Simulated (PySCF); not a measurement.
Working with the constants of MgGa⁺

RHF-CCSD(T) constants of MgGa⁺, ¹Σ⁺ (singlet), closed shell (basis Mg 6-31G(d,p), Ga 6-31G(d,p); no relativity; PySCF 2.14; masses 23.9850 and 68.9256 u):

```
ωe              : 164.3 cm⁻¹
ωexe            : 0.874 cm⁻¹
Be              : 0.098318 cm⁻¹
αe              : 0.000702 cm⁻¹
D (centrifugal) : 1.41e-07 cm⁻¹
De to Mg + Ga⁺  : 0.83 eV
```

(1) Estimate the standard entropy (1 bar) and heat capacity of the ideal gas at 500 K, rigid rotor with B0 and harmonic oscillator at the fundamental.

Correlated steps freeze 10 core orbitals. Correlated levels converge slowly with the basis: in double zeta they bind strong bonds too weakly, by up to about 1 eV, and carry superposition errors of some tenths. For an ion De counts to the pair picked by the measured ionisation energies or electron affinities, which need not be the lowest pair at this level.

Results:

(1) Translation (Sackur–Tetrode, M = 92.91 u): 176.1 J/(mol K). Rotation: q = kT/(σB0) = 3550 with σ = 1, 76.3. Vibration: x = hcν0/kT = 0.468, 14.71. S° = 267.1 J/(mol K); Cp = 7R/2 + 8.16 = 37.3 J/(mol K).
